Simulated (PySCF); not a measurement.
# Radial density of Ar+ (argon, charge +1)

UHF, [Ne] 3s2 3p4 3d1, one real determinant (an excited configuration). All numbers are calculated (PySCF 2.14, no relativity, point nucleus, in aug-cc-pV(T+d)Z).

| r (bohr) | 4πr²ρ (e/bohr) | 4πr²(ρα − ρβ) |
| --- | --- | --- |
| 0.00174 | 0.1366 | 0.0000 |
| 0.00292 | 0.3706 | 0.0000 |
| 0.00491 | 0.9758 | 0.0001 |
| 0.00826 | 2.449 | 0.0002 |
| 0.0139 | 5.658 | 0.0005 |
| 0.0234 | 11.41 | 0.0017 |
| 0.0393 | 18.34 | 0.0082 |
| 0.0661 | 20.65 | 0.0387 |
| 0.111 | 15.67 | 0.1437 |
| 0.187 | 16.30 | 0.3181 |
| 0.315 | 20.89 | 0.2499 |
| 0.529 | 9.759 | 0.0849 |
| 0.890 | 4.402 | 1.2386 |
| 1.50 | 4.532 | 1.8013 |
| 2.52 | 1.068 | 0.5947 |
| 4.24 | 0.07749 | 0.0663 |
| 7.13 | 6.124e-05 | 0.0001 |

⟨L²⟩ = 8.07 against 12 for a pure F term, so this real determinant mixes terms. The outer electron is Rydberg-like, and this basis confines it to a smaller radius and binds it less than a complete one would.
